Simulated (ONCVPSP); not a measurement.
lanthanum: one change to an ONCV potential, before and after

ONCVPSP 4.0.1 input, shortened (lines: element, Z, core and valence counts, functional; n l f; lmax; l rc ep ncon nbas qcut; lloc lpopt rc5 dvloc0; l nproj debl; icmod fcfact rcfact), PBE, scalar-relativistic:

```
  La 57.00    9    5        4      upf
    1    0    2.00
    2    0    2.00
    2    1    6.00
    3    0    2.00
    3    1    6.00
    3    2   10.00
    4    0    2.00
    4    1    6.00
    4    2   10.00
    5    0    2.00
    5    1    6.00
    5    2    1.00
    6    0    1.75
    6    1    0.25
    3
    0    2.40    0.00    3    8    6.10
    1    2.50    0.00    5    9    6.70
    2    3.25    0.00    4    8    5.00
    3    2.75    0.41    3    8    4.00
    4    3    1.70    4.00
    0    2    4.00
    1    2    0.50
    2    2    3.70
    3    2    3.00
    3    3.00    1.15
```

In the f channel the program set the typed energies aside and used -0.170, 2.830 Ha.

Change: p: rc 2.12.

Cutoffs: the cutoffs (Ha) at which the residual kinetic energy of the hardest occupied pseudo-wave falls to 1 and 0.1 mHa per electron; they do not see the model core or the augmentation charge, which bear on the density cutoff. Errors are all-electron minus pseudo energies relative to the spin-unpolarised reference configuration.

Problem. What does the change do?

Solution. The potential gets harder (14 Ha and 17 Ha → 15 Ha and 19 Ha); both files keep a bound ghost (f); the errors of the 3 common tests hardly move. A smaller radius makes the pseudo-wave follow the all-electron one further in, where it bends more sharply, so more plane waves are needed.

```tsv
quantity	base	changed
cutoff, loose	14 Ha	15 Ha
cutoff, tight	17 Ha	19 Ha
loose cutoff by channel	s 11 Ha, p 14 Ha, d 6.1 Ha	s 11 Ha, p 15 Ha, d 6.1 Ha
bound ghosts	f	f
GHOST(+) flags under 300 eV	s at 184.6 eV, f at 289.8 eV	s at 184.6 eV, f at 289.8 eV
tests with a reliable result	3 of 4	3 of 4
error for 5s2 5p6 5d1 6s2 6p0, meV [ΔE -0.58 eV]	0.0	0.0
error for 5s2 5p6 5d1 6s1 6p0, meV [ΔE 5.38 eV]	-1.1	-1.1
error for 5s2 5p6 5d1 6s0 6p0, meV [ΔE 16.27 eV]	-3.8	-3.8
s: phases at 2.43 bohr within 0.05 rad from the reference energy up to (Ha; the scan ends near 5)	4.6	4.6
d: phases at 3.30 bohr within 0.05 rad from the reference energy up to (Ha; the scan ends near 5)	0.9	0.9
f: phases at 2.79 bohr within 0.05 rad from the reference energy up to (Ha; the scan ends near 5)	-0.2	-0.2
rms error of d²Exc/dni dnj with the model core, mHa	0.67	0.67
```

Base: The cutoffs count occupied waves only; projector 1 of the f channel, the hardest unoccupied one, needs 50 Ha at the loose tolerance. Changed file: The cutoffs count occupied waves only; projector 1 of the f channel, the hardest unoccupied one, needs 50 Ha at the loose tolerance. A true bound ghost makes a file unfit for plane-wave use even where its test errors are small: the radial tests pick states by their node count and pass the ghost by.
